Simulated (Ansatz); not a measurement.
Reactions of C4H7Al, SMILES `CC1=[C]([AlH2])C1`.

Calculated with Ansatz (gas phase, PBE0-D4/def2-TZVP geometries, no zero-point term in ΔE). CBS: MP2 limit from def2 TZ/QZ plus the TZ coupled-cluster correction, frozen cores. This one scheme is used for every species. For Ga outer-core shells are correlated without core-valence functions, which leaves a few kJ/mol of doubt a bond. Scalar relativity is left out up to krypton. Each species was taken in one conformer, which may not be the lowest.

Q: Order these by ΔE at CCSD(T)/CBS, lowest first. (Best estimate.)
A. `CC1=[C]([AlH2])C1` + `N=C=CO` → `N=C=C[O][AlH2]` + `CC1=CC1`
B. `CC1=[C]([AlH2])C1` + `[OH][GaH2]` → `[AlH2][O][GaH2]` + `CC1=CC1`
C. `CC1=[C]([AlH2])C1` + CH₃SH → `C[S][AlH2]` + `CC1=CC1`
D. `CC1=[C]([AlH2])C1` + `C[Si](O)(F)Cl` → `C[Si](F)(Cl)[O][AlH2]` + `CC1=CC1`
E. `CC1=[C]([AlH2])C1` + H₂ → `CC1=CC1` + `[AlH3]`

A: D (-121.3 kJ/mol), B (-107.9 kJ/mol), A (-98.5 kJ/mol), C (-70.2 kJ/mol), E (+30.3 kJ/mol).

Largest T1 diagnostic: 0.015, for `N=C=C[O][AlH2]`.
